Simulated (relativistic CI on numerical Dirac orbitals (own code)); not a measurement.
**Level scheme of Mn²⁺**

These numbers are calculated, not measured: Dirac-Coulomb-Breit CI, KLI orbitals optimised for each configuration, QED by a radiative potential, valence Slater integrals scaled by 0.85, P86 correlation energy added to each configuration (own radial code, finite nucleus).

Configuration list (outside the closed core [Ar]): 3d⁵, 3d⁴4s, 3d⁴4p, 3d³4s², 3d⁴4d, 3d⁴5s, 3d⁴5p, 3d³4s4p, 3d⁴4f, 3d⁴5d, 3d⁴6s, 3d⁴6p, 3d⁴5f, 3d⁴5g, 3d⁴6d, 3d⁴6f, 3d³4p², 3d³4s4d. Levels of other configurations are missing.

```tsv
No.	Configuration	Term	J	E (cm⁻¹)	%	jj configuration (%)
41	3d⁴(5D)4s	⁴D	5/2	71511.7	99	3d3/2^2 3d5/2^2 4s (49)
42	3d⁴(5D)4s	⁴D	7/2	71844.6	99	3d3/2 3d5/2^3 4s (45)
43	3d⁴(3H)4s	⁴H	7/2	83453.7	99	3d3/2^2 3d5/2^2 4s (43)
44	3d⁴(3H)4s	⁴H	9/2	83542.5	99	3d3/2^2 3d5/2^2 4s (58)
45	3d⁴(3H)4s	⁴H	11/2	83652.1	99	3d3/2^2 3d5/2^2 4s (64)
46	3d⁴(3H)4s	⁴H	13/2	83779.3	100	3d3/2 3d5/2^3 4s (56)
47	3d⁴(3P)4s	⁴P	1/2	85124.9	99	3d3/2^4 4s (42)
48	3d⁴(3P)4s	⁴P	3/2	85637.9	93	3d3/2^3 3d5/2 4s (38)
49	3d⁵	²P	1/2	85763.3	97	3d3/2^2 3d5/2^3 (45)
50	3d⁵	²P	3/2	85794.5	92	3d3/2^2 3d5/2^3 (69)
51	3d⁴(3F)4s	⁴F	3/2	86456.8	100	3d3/2^2 3d5/2^2 4s (51)
52	3d⁴(3P)4s	⁴P	5/2	86472.7	89	3d3/2^2 3d5/2^2 4s (36)
53	3d⁴(3F)4s	⁴F	5/2	86484.2	88	3d3/2^2 3d5/2^2 4s (46)
54	3d⁴(3F)4s	⁴F	7/2	86531.5	96	3d3/2^2 3d5/2^2 4s (43)
55	3d⁴(3F)4s	⁴F	9/2	86602.8	96	3d3/2^3 3d5/2 4s (34)
56	3d⁴(3G)4s	⁴G	5/2	88499.5	97	3d3/2^2 3d5/2^2 4s (49)
57	3d⁴(3G)4s	⁴G	7/2	88656.7	96	3d3/2^2 3d5/2^2 4s (47)
58	3d⁴(3G)4s	⁴G	9/2	88725.1	59	3d3/2 3d5/2^3 4s (40)
59	3d⁴(3G)4s	⁴G	11/2	88773.9	69	3d3/2^2 3d5/2^2 4s (59)
60	3d⁴(3H)4s	²H	9/2	88928.4	61	3d3/2^2 3d5/2^2 4s (67)
61	3d⁴(3H)4s	²H	11/2	89233.8	68	3d3/2 3d5/2^3 4s (77)
62	3d⁴(3P)4s	²P	1/2	90732.7	97	3d3/2^3 3d5/2 4s (31)
63	3d⁴(3P)4s	²P	3/2	91726.9	98	3d3/2 3d5/2^3 4s (37)
64	3d⁴(3F)4s	²F	5/2	91872.0	98	3d3/2^2 3d5/2^2 4s (45)
65	3d⁴(3F)4s	²F	7/2	91912.0	94	3d3/2^2 3d5/2^2 4s (35)
66	3d⁵	²D	3/2	92238.8	98	3d3/2 3d5/2^4 (44)
67	3d⁵	²D	5/2	92254.5	98	3d3/2^2 3d5/2^3 (82)
68	3d⁴(3G)4s	²G	7/2	93980.5	96	3d3/2^2 3d5/2^2 4s (52)
69	3d⁴(3G)4s	²G	9/2	94234.5	99	3d3/2 3d5/2^3 4s (58)
70	3d⁴(1I)4s	²I	13/2	95110.9	100	3d3/2^2 3d5/2^2 4s (56)
```

Energies count from the lowest computed level. Percentages are summed over parent terms; the parents shown are those of the largest component, closed shells are left out there. Filled j subshells are mostly left out of the jj labels.

The mean weight of the leading LS term, summed over parents, in these 30 levels is 92 %, and that of the leading jj configuration (from the same eigenvectors) 50 %, so LS coupling describes them better.

For a near-neutral ion this model can misplace configurations by up to about 10,000 cm⁻¹ (more where the count of f electrons changes) and terms by 10 to 25 % of their spread. Rates follow the energies as ν³ (E1, M1) or ν⁵ (E2), so they and the lifetimes can be off by large factors. The fine structure of a lone outer electron comes out too small, for d and f at times inverted, and misplaced configurations move strength between like terms. 64 of the 66 excited levels that our extract of the measured tables holds in this range could be paired (the sources list more); they are missed by 848 cm⁻¹ on average and 2229 at most, and levels without a partner can miss by more. Some levels of the ground configuration have no partner and can miss by 10 % or more.
